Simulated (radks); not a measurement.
Results of a calculation; reference values are marked as such.
Species: Rb-. Configuration: [Kr] 5s2.

Level of theory: scalar-relativistic Kohn-Sham, PBE, spin-polarised, spherical densities, point nucleus; hard spherical wall at 10 bohr (a radial shooting solver on a logarithmic mesh with Libxc functionals).

Energy parts (eV):
total: -81122.191
kinetic: 83086.600
electron-nucleus: -195713.234
Hartree: 34247.197
exchange-correlation: -2742.753

Orbitals (lengths in bohr, moments of r in powers of bohr):
orbital  occ.  eigenvalue (eV)     <r^2>
1s          2        -15028.19  0.002187
2s          2        -2002.608   0.03729
2p          6        -1774.615   0.02943
3s          2        -292.3758    0.2994
3p          6        -219.2508    0.3145
3d         10         -98.3394    0.3382
4s          2         -26.2978     2.422
4p          6         -10.3962     3.509
4d          0           4.7933     32.59
5s          2           2.1073     29.28
5p          0           3.6974     36.67
6s          0           7.5247     38.77

The highest occupied level is 5s at 2.107 eV. The pressure on the wall is 0.377 GPa. Summed over all electrons, <r^2> = 90.58 bohr^2, which gives a Langevin (diamagnetic) susceptibility term of -71.7 x 10^-6 cm^3/mol. The density falls to 0.001 e/bohr^3 at r = 5.82 bohr.
